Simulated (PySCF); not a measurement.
ClH6NSSi2, SMILES [SiH2](Cl)S[SiH2]N. Atoms are numbered in the order given.

```xyz
11

Si     1.4058    -0.5728     0.6769
Cl     1.9062     1.4507     0.5858
S     -0.0274    -1.0856    -0.8176
Si    -1.6235     0.3221    -0.2726
N     -3.2000    -0.3265    -0.5128
H      0.8883    -0.8123     2.0482
H      2.6232    -1.3781     0.4128
H     -1.5084     1.5208    -1.1388
H     -1.4183     0.6450     1.1642
H     -3.5997    -0.3305    -1.4467
H     -3.5055    -1.1401     0.0136
```
Charge 0, spin multiplicity 1.

Geometry: B3LYP-D3(BJ)/def2-SVP. The structure was generated by enumeration, and PubChem lists no compound with its InChIKey, so it may never have been made. One conformer was computed; it need not be the lowest.

The numbers are results of PBE/pcSseg-1 in PySCF, not measurements.

GIAO shieldings, no solvent; atoms listed in one row are averaged. δ = σ(ref) − σ: ²⁹Si against TMS (σ = 335.4 ppm); ³⁵Cl against HCl (σ = 936.5 ppm); ³³S against H2S (σ = 706.5 ppm); ¹⁵N against NH3 (σ = 267.0 ppm); ¹H against TMS (σ = 31.49 ppm), references at their B3LYP-D3(BJ)/def2-TZVP geometries, non-relativistic (without spin–orbit terms, shifts of atoms bonded to Cl or Br come out too high).

| nucleus | atoms | count | δ (ppm) |
|---|---|---|---|
| ²⁹Si | Si1 | 1 | 3.5 |
| ²⁹Si | Si4 | 1 | -20.4 |
| ³⁵Cl | Cl2 | 1 | 57.7 |
| ³³S | S3 | 1 | 64.3 |
| ¹⁵N | N5 | 1 | 32.6 |
| ¹H | H6 | 1 | 6.22 |
| ¹H | H7 | 1 | 6.02 |
| ¹H | H8, H9 | 2 | 5.73 |
| ¹H | H10 | 1 | 1.29 |
| ¹H | H11 | 1 | 0.88 |
